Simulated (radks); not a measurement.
Valence configurations of the cerium ion Ce2+ (all share [Xe]). All-electron calculation, scalar-relativistic Kohn-Sham, PBEsol, spin-unpolarised, spherical densities, finite nucleus; Fermi nuclear charge, rms radius 4.8771 fm. Program: a radial shooting solver on a logarithmic mesh with Libxc functionals. Energies are relative to 4f2; eigenvalues in eV.

\begin{tabular}{lrrrrr}
valence & E (eV) & e(4f) & e(5d) & e(6p) & e(6s) \\ \hline
4f2 & 0.000 & -12.975 & - & - & - \\
5d2 & 7.245 & - & -16.335 & - & - \\
6p2 & 21.175 & - & - & -13.376 & - \\
4f1 6s1 & 2.895 & -20.778 & - & - & -14.893 \\
4f1 6p1 & 6.762 & -21.811 & - & -11.596 & - \\
4f1.5 6p0.5 & 2.553 & -17.161 & - & -10.536 & - \\
4f1 5d1 & 1.459 & -18.220 & -14.818 & - & - \\
5d1 6p1 & 13.670 & - & -18.960 & -12.032 & - \\
4f0.5 6s1 6p0.5 & 8.792 & -25.815 & - & -12.023 & -16.138 \\
4f1.5 5d0.5 & 0.256 & -15.435 & -14.066 & - & - \\
\end{tabular}

NIST lists [Xe] 4f2 as the ground configuration; this level of theory agrees among the configurations tried. The energies are those of spherical spin-averaged densities, not of single terms.
